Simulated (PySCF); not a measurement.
Two-component Hartree-Fock for Rh³²⁺ (rhodium, charge +32)

Start: [Ne] 3s2 3p1; 3p3/2 filled at m_j = +3/2. Calculated with PySCF 2.14 in an uncontracted even-tempered set (19 s from 5.5 bohr⁻², ratio 2.4; 13 p from 7.2 bohr⁻², ratio 2.4; 4 d from 25 bohr⁻², ratio 2.6; 4 f from 38 bohr⁻², ratio 2.6): generalised Hartree-Fock with the X2C-1e Hamiltonian and a Gaussian nucleus; one run each with spin-orbit coupling (SO) screened by Boettger's factors, then bare. This is a chosen level, not necessarily the ground level.

| spinor shell | electrons | ε, screened SO (eV) | ε, bare SO (eV) | weight of nominal j (bare SO) | rms radius, bare SO (bohr) |
| --- | --- | --- | --- | --- | --- |
| 1s1/2 | 2 | -25112.3 | -25112.3 | 1.000 | 0.0374 |
| 2s1/2 | 2 | -5143.0 | -5143.0 | 1.000 | 0.151 |
| 2p1/2 | 2 | -4891.0 | -4896.1 | 1.000 | 0.131 |
| 3s1/2 | 2 | -1993.0 | -1993.0 | 1.000 | 0.366 |
| 3p3/2 | 1 | -1885.6 | -1885.0 | 1.000 | 0.358 |

Question: Where does 2p3/2 lie, and what is the 2p spin-orbit splitting (bare SO)?

Answer: At -4740.0 eV, 156.14 eV above 2p1/2.

```
   quantity  screened SO      bare SO
E (hartree)  -3981.82580  -3981.86798
        M_J          3/2          3/2
       ⟨J²⟩        3.751        3.751
       ⟨L²⟩        2.004        2.005
       ⟨S²⟩        0.754        0.754
```

Each row is a mean over spinors that exchange with the open shell spreads, by up to 15.704 eV (3s1/2).

Breit and QED terms are absent; they matter most for the inner s and p1/2 levels.

Densities and radii are taken from the X2C orbitals without a picture-change correction, which distorts them close to the nucleus.
